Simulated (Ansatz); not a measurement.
Program: Ansatz. Geometries: PBE0-D4/def2-TZVP. ΔE: electronic, gas phase. CBS: MP2 limit from def2 TZ/QZ plus the TZ coupled-cluster correction, frozen cores. This one scheme is used for every species. DFT in def2-TZVPP. B3LYP here is the variant with VWN-RPA as its local correlation; programs differ in this. Elements past krypton have def2 core potentials. For Br, Sn outer-core shells are correlated without core-valence functions, which leaves a few kJ/mol of doubt a bond. Scalar relativity is left out up to krypton. One conformer a species, not always the lowest.

`[OH][SnH]([OH])[Br]` + HCl → `[OH][SnH]([OH])[Cl]` + HBr  (ligand exchange at the Sn–Br bond)

```tsv
level	ΔE (kcal/mol)	difference from CCSD(T)/CBS
LDA (SPW92)	3.0	-0.6
B97M-V	2.0	-1.6
B3LYP-D4	3.0	-0.6
ωB97M-V	2.9	-0.7
B2PLYP	2.9	-0.7
PBE-QIDH	3.4	-0.2
PBE	3.0	-0.6
MP2/def2-TZVPP	3.3	-0.3
MP2/def2-QZVPP	3.6	0.0
SCS-MP2/def2-QZVPP	3.2	-0.4
CCSD(T)/CBS	3.6	0
```

Largest T1 diagnostic among the species: 0.013.

At CCSD(T), def2-SVP lies −0.9 kcal/mol from the extrapolated value and def2-TZVPP −0.6 kcal/mol. Leaving LDA and LC-ωPBE aside and taking each functional with its dispersion term where it has one, the values, not all of them listed here, spread over 1.4 kcal/mol, from B97M-V to HSE06-D4.
